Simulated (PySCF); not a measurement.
## Ionisation energy of Bi(37+) by level of theory

Bi(37+) [Kr] 4d10 (1S) → Bi(38+) [Kr] 4d9 (2D), as a difference of total energies. Calculation: PySCF 2.14, in an even-tempered Gaussian basis (18 s from 3.7 bohr⁻², ratio 2.5; 12 p from 4.8 bohr⁻², ratio 2.5; 9 d from 4.8 bohr⁻², ratio 2.5; 4 f from 25 bohr⁻², ratio 2.7; 3 g from 38 bohr⁻², ratio 2.7); the non-relativistic Hamiltonian (point nucleus). Correlated levels: outer shells: [Ar] 3d10 frozen; virtual orbitals above 40 to 60 times the deepest correlated orbital energy dropped. The calculations carry no spin-orbit coupling.

| method | ionisation energy (eV) |
| --- | --- |
| UHF | 1794.5 |
| PBE0 | 1795.2 |
| r2SCAN | 1795.6 |
| M06-2X | 1796.1 |
| TPSS | 1794.2 |
| MP2 (outer shells) | 1795.0 |
| SCS-MP2 (outer shells) | 1794.9 |

Question: Estimate what PBE gives.

Answer: 1794.6 eV, closest to UHF among the rows shown.

Question: Estimate what LDA gives.

Answer: 1794.8 eV, closest to SCS-MP2 (outer shells) among the rows shown.

A first-order spin-orbit estimate (lowest level to lowest level, LS coupling) adds -11.102 eV.

All relativistic terms are absent from these numbers, so their closeness to the reference says little about the methods.

For comparison: 1784 ± 4 eV (theoretical estimate listed by NIST; NIST Atomic Spectra Database, ionization energies).
